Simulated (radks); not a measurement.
The mean radii <r> (bohr) of the occupied orbitals of an atom or ion are listed with their occupations. All-electron calculation, scalar-relativistic Kohn-Sham, Slater X-alpha with alpha = 0.825, spin-polarised, spherical densities, point nucleus. Program: a radial shooting solver on a logarithmic mesh with Libxc functionals.

| orbital | occ. | <r> |
|---|---|---|
| 1s | 2 | 0.02904 |
| 2s | 2 | 0.1253 |
| 2p | 6 | 0.1093 |
| 3s | 2 | 0.3385 |
| 3p | 6 | 0.3364 |
| 3d | 10 | 0.3127 |
| 4s | 2 | 0.8135 |
| 4p | 6 | 0.8784 |
| 4d | 10 | 1.072 |
| 5s | 2 | 2.166 |

Name the element and its charge. Open shells, if any, are filled with parallel spins first.

Answer. Z = 50, tin, charge +2: Sn2+ in [Kr] 4d10 5s2. The 1s radius gives Z: for a bare nucleus <r> = (2 gamma + 1)/(2Z) with gamma = sqrt(1 - (Z/c)^2), 0.02862 bohr for Z = 50, and screening makes it slightly larger (0.02904 here). The occupations add up to 48, and the charge is Z minus that.
